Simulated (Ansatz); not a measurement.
`[OH][GeH2][SiH2][SiH3]` + `N=C(O)BN` → `N=[C](O)[GeH2][OH]` + `NB[SiH2][SiH3]`  (redistribution)

Computed with Ansatz on PBE0-D4/def2-TZVP structures; ΔE is electronic, products minus reactants. CBS: MP2 limit from def2 TZ/QZ plus the TZ coupled-cluster correction, frozen cores. Functionals use def2-TZVPP. B3LYP here is the variant with VWN-RPA as its local correlation; programs differ in this. For Ge outer-core shells are correlated without core-valence functions, which leaves a few kJ/mol of doubt a bond. Scalar relativity is left out up to krypton. Each species was taken in one conformer, which may not be the lowest.

`[OH][GeH2][SiH2][SiH3]`:

```xyz
12

O     0.007    2.507    0.042
Ge   -0.756    1.274    1.093
Si   -0.940   -0.779   -0.118
Si    1.181   -1.367   -0.907
H     0.892    2.260   -0.234
H    -2.109    1.902    1.460
H     0.099    1.089    2.367
H    -1.880   -0.601   -1.258
H    -1.467   -1.849    0.775
H     2.079   -1.651    0.245
H     1.754   -0.224   -1.671
H     1.140   -2.559   -1.794
```

`N=C(O)BN`:

Cartesian coordinates in Å:
```
N -1.569 1.297 0.129
C -0.438 0.725 0.073
O 0.677 1.489 0.153
B -0.156 -0.822 -0.083
N 1.151 -1.263 -0.127
H -2.313 0.609 0.058
H 0.377 2.405 0.245
H -1.068 -1.591 -0.162
H 1.414 -2.228 -0.225
H 1.925 -0.620 -0.062
```

`N=[C](O)[GeH2][OH]`:

Cartesian coordinates in Å:
```
N 0.342 0.875 -1.721
C -0.008 -0.029 -0.911
O -0.794 -1.036 -1.324
Ge 0.494 -0.165 1.001
O -0.939 -0.384 2.026
H 0.926 1.579 -1.279
H -0.977 -0.881 -2.265
H 1.365 -1.391 1.281
H 1.211 1.161 1.329
H -1.620 0.272 1.863
```

`NB[SiH2][SiH3]`:

```xyz
12

N    -0.468   -1.548   -1.805
B     0.483   -0.759   -1.178
Si   -0.025    0.966   -0.270
Si    0.132    0.735    2.055
H    -1.442   -1.301   -1.871
H    -0.249   -2.427   -2.245
H     1.615   -1.154   -1.167
H    -1.427    1.381   -0.588
H     0.875    2.086   -0.671
H     1.512    0.337    2.448
H    -0.204    2.004    2.758
H    -0.803   -0.320    2.535
```

| level | ΔE (kcal/mol) |
| --- | --- |
| r2SCAN-D4 | 15.8 |
| PBE0-D4 | 15.9 |
| B3LYP | 15.6 |
| SCS-MP2/def2-TZVPP | 14.7 |

Q: What does CCSD(T)/CBS give? (Best estimate.)

A: Computed: +15.7 kcal/mol. The listed levels differ from it by 0.1, 0.2, -0.1, -1.0 kcal/mol.

Largest T1 diagnostic among the species: 0.014.

In def2-TZVPP, CCSD(T) changes the Hartree–Fock value by −1.1 kcal/mol (the triples alone add −0.3 kcal/mol) and MP2 by −1.1 kcal/mol.
